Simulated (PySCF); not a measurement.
SMILES CN(C)[SiH]N(C)C (C₄H₁₃N₂Si), doublet, GFN2-xTB optimised geometry. Atoms within 1.6 Å of the plane z = 0.8 Å (x, y, z in Å): N2 (-0.52, -0.03, 0.00), C3 (-0.81, 0.66, 1.23), Si4 (0.23, -1.58, 0.00), H11 (-1.70, 1.28, 1.12), H12 (-0.98, -0.07, 2.02), H13 (0.02, 1.31, 1.54), H14 (1.70, -1.58, 0.00).

Computed with unrestricted PBE0/def2-SVP (PySCF).

Map of the deformation density (molecule minus spherical neutral atoms) (e/bohr³) on the plane z = 0.8 Å:

```
|:::::::::::::::::::::::::::::::|
|:::::::::::::::::::::::::::::::|
|:::::::::::::::::::::::::::::::|
|:::::::::::::::::::::::::::::::|
|:::::::::::::::::::::::::::::::|
|:::::::::::::::::::::::::::::::|
|:::::::::::::::::::::::::::::::|
|:::::::::::...:::::::::::::::::|
|:::::::..::.....:::::::::::::::|
|::::::...--:..::..:::::::::::::|
|::::::..-##=..::..:::::::::::::|
|::::::.:=@@+. ::...::::::::::::|
|::::::::-**+-::....::::::::::::|
|:::::::..:.=@%-....::::::::::::|
|:::::::..  -@@=....::::::::::::|
|:::::::..  :++-....::::::::::::|
|::::::::..     ....::::::::::::|
|:::::::::..    .....:::::::::::|
|::::::::::..  ......:::::::::::|
|:::::::::::...... ..:::::::::::|
|::::::::::::::::...:-::::::::::|
|::::::::::::::---::---:::::::::|
|:::::::::::::-===-----:::::::::|
|::::::::::::--===--::::::::::::|
|::::::::::::---=--:::::::::::::|
|:::::::::::::----::::::::::::::|
|:::::::::::::::::::::::::::::::|
|:::::::::::::::::::::::::::::::|
|:::::::::::::::::::::::::::::::|
|:::::::::::::::::::::::::::::::|
|:::::::::::::::::::::::::::::::|
```
Scale: ten equal steps from -0.015 (start of ' ') to 0.041 (end of '@'), in the order ' .:-=+*#%@'; x runs from -4.00 to 4.00, y from -4.00 (bottom) to 4.00 (top).
